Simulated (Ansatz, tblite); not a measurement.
Cost and result up the ladder for the cluster Pt₂H₄ (the lowest singlet isomer of a short search) (6 atoms). Charge 0, multiplicity 1. Geometry: B3LYP-D4/def2-TZVP.

```xyz
6

Pt   -1.074   -0.566   -0.447
Pt    1.074    0.563    0.444
H    -0.831   -1.984    0.034
H     2.491    0.904   -0.066
H    -2.491   -0.900    0.066
H     0.830    1.983   -0.031
```

Ansatz on 4 threads of Arm Neoverse V2 on a shared host; xTB runs through tblite on one thread. Times are rough, summed over both states, and most runs start from the orbitals of an earlier one. PBE0-D4/def2-TZVP serves as the yardstick here, not as an exact answer. The other state is a doublet.

In the def2 sets Pt takes a core potential; there is no spin–orbit coupling. The xTB rows come from tblite. The structure comes from a short search, and lower isomers may exist.

Raw xTB energies of ions are shifted by several eV.

| level | functions | wall time | vertical IE (eV) | difference from PBE0-D4/def2-TZVP (eV) |
| --- | --- | --- | --- | --- |
| GFN2-xTB | 22 | 0.004 s | 12.48 | 3.48 |
| GFN1-xTB | 26 | 0.005 s | 13.82 | 4.82 |
| PBE-D4/def2-TZVP | 104 | 2.3 s | 8.99 | -0.01 |
| r2SCAN-D4/def2-TZVP | 104 | 4.2 s | 8.95 | -0.05 |
| PBE0-D4/def2-TZVP | 104 | 4.9 s | 9.00 | 0.00 |
